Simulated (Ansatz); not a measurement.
Species: H₂S₂, charge 1, multiplicity 2. SMILES of the parent species: SS

Atoms: S1, S2, H3, H4. Bonds: S1-S2, S1-H3, S2-H4.

Bond lengths (Å) and angles (degrees) optimised at HF/3-21G with Ansatz (a program for electronic structure); HF/6-31G* with Ansatz; B3LYP/6-31G* with Ansatz, each started from the B3LYP-D3(BJ)/def2-TZVP structure (Ansatz) of the last column. A row stands for all coordinates that are equal there. 6-31G* holds six Cartesian d functions.

```tsv
coordinate	HF/3-21G	HF/6-31G*	B3LYP/6-31G*	B3LYP-D3(BJ)/def2-TZVP
S1-S2	2.340	1.975	2.032	2.007
S1-H3	1.357 to 1.361	1.330	1.358	1.356
S2-S1-H3	93.6 to 95.9	96.1	94.7	93.9
```

A range marks coordinates that this level makes unequal.

Mean signed difference of all 3 bond lengths from B3LYP-D3(BJ)/def2-TZVP: HF/3-21G 0.113 Å, HF/6-31G* -0.028 Å, B3LYP/6-31G* 0.010 Å.
